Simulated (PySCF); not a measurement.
Species: C4H6F2Se.
Structure used (PBE0-D3(BJ)/def2-SVP), in Å, numbered top down from 1:
```
atom  x, y, z in Å
F1    -1.5388   -1.9351   -0.6955
C2    -1.6356   -0.6510   -0.2711
F3    -2.6593   -0.0739   -0.9355
C4    -0.3510    0.0680   -0.5675
C5     0.8754   -0.3581    0.2482
C6     1.4612    1.0222    0.5674
Se7   -0.2445    1.9176    0.1177
H8    -1.8763   -0.6559    0.8072
H9    -0.1876    0.0509   -1.6559
H10    1.5547   -1.0446   -0.2802
H11    0.5543   -0.8587    1.1753
H12    1.7902    1.1808    1.6026
H13    2.2526    1.3429   -0.1238
```

Linear response at B3LYP/def2-SVPD (PySCF, frozen core in the response, non-relativistic). The B3LYP/def2-SVPD calculation is non-relativistic and has no spin–orbit coupling, an omission that weighs most on selenium.

Static isotropic polarisability: 75.65 au (11.21 Å³), principal values 64.2, 79.4, 83.3 au.

**Question.** What is the polarisability at 1064 nm and at the sodium D line?

**Answer.** 76.34 au at 1064 nm (+0.9 %), 78.00 au at 589.3 nm (+3.1 %). The rise at 589.3 nm is 3.39 times that at 1064 nm; a pure ω² law gives 3.26. The lowest singlet lies at 319 nm, shorter than both wavelengths.

**Question.** What is the isotropic C6 coefficient between two such molecules, C6 = (3/π)∫α(iω)² dω?

**Answer.** 2353 au (Eh·bohr⁶) by a ten-point quadrature over imaginary frequencies, which is 1410 eV·Å⁶ or 136 J·nm⁶/mol.

**Question.** Which effective excitation energy ω̄ makes London's formula C6 = (3/4)α²ω̄ exact here?

**Answer.** ω̄ = 4·C6/(3α²) = 0.548 Eh = 14.9 eV. A one-pole form α(ω) = α/(1 − ω²/ω̄²) fitted to the 1064 nm value gives 12.3 eV.

**Question.** What does −C6/R⁶ come to at R = 12 Å between centres?

**Answer.** -45 J/mol. This is the leading, orientation-averaged term; C8 and higher terms are left out.

**Question.** What three-body coefficient follows from the one-pole estimate C9 = (3/4)·α·C6?

**Answer.** 134000 au. This is an estimate from the two numbers above, not a computed integral.

**Question.** What n − 1 at the D line would an ideal gas of it have at 273.15 K and 1 atm (2.6868 × 10¹⁹ cm⁻³), by n − 1 = 2π·N·α′?

**Answer.** 19.51 × 10⁻⁴, a formal value whether or not that pressure can be reached.

**Question.** How many electrons N does the Slater–Kirkwood formula C6 = (3/4)·√N·α^(3/2) need to give this C6?

**Answer.** N = (4·C6/3)²/α³ = 22.7; the species has 82 electrons in all.

**Question.** What molar refraction at the D line follows from R = (4π/3)·N_A·α′, with α′ the polarisability volume?

**Answer.** α′ = 11.56 Å³ gives R = 29.15 cm³/mol, for isolated, non-vibrating species.

Rough CPU time on one thread of a shared machine: about 60 s. This is the whole response run at B3LYP/def2-SVPD, SCF included.

One conformer stands for the species.
